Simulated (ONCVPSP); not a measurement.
**W: excitation energies, all-electron against ONCV**

```
Element                 : W (Z = 74)
Generator               : ONCVPSP 4.0.1
Type                    : optimised norm-conserving Vanderbilt (ONCV)
Functional              : PBEsol
Relativity              : scalar-relativistic
Frozen core             : [Kr] 4d10 4f14
Valence charge          : 14
Reference configuration : 5s2 5p6 5d4 (charge +2)
Partial waves           : 5s: rc 1.20 bohr, ncon 4, nbas 8, qcut 4.8 1/bohr, 1 projector; 5p: rc 1.40 bohr, ncon 4, nbas 7, qcut 4.8 1/bohr, 2 projectors, debl 3.4 Ha; 5d: rc 1.70 bohr, ncon 4, nbas 9, qcut 4.9 1/bohr, 3 projectors, debl 2.2 Ha; f scattering state at 0.03 Ha: rc 1.55 bohr, ncon 4, nbas 7, qcut 6.9 1/bohr, 2 projectors, debl 3.2 Ha
Local potential         : polynomial inside 1.10 bohr (lpopt 4, dvloc0 2 Ha)
Core correction         : Teter function, fcfact 4.25, rcfact 1.55
```

Energies are relative to the spin-unpolarised reference configuration 5s2 5p6 5d4; without spin polarisation the order of configurations can differ from experiment.

```json
{"valence configuration": "5s2 5p6 5d4 6s2", "charge": "0", "ΔE all-electron (eV)": "-24.621", "error AE − PS (meV)": "+1176"}
{"valence configuration": "5s2 5p6 5d3", "charge": "+3", "ΔE all-electron (eV)": "25.404", "error AE − PS (meV)": "-15"}
```

Problem. What are ΔE and the potential's error for 5s2 5p6 5d4 6s1?

Solution. ΔE = -15.696 eV all-electron; the error (AE − PS) is +740 meV.

Problem. What are ΔE and the potential's error for 5s2 5p6 5d5 6s1?

Solution. ΔE = -23.078 eV all-electron; the error (AE − PS) is +533 meV.

Levels in the configuration 5s2 5p6 5d4 6s1:

```
level  all-electron (eV)  pseudo (eV)
   5s            -86.617      -86.104
   5p            -50.752      -50.336
   5d            -11.775      -11.528
   6s            -12.225      -12.783
```

Note: no bound ghost flagged; GHOST(+) flagged for f at 8.8 eV.
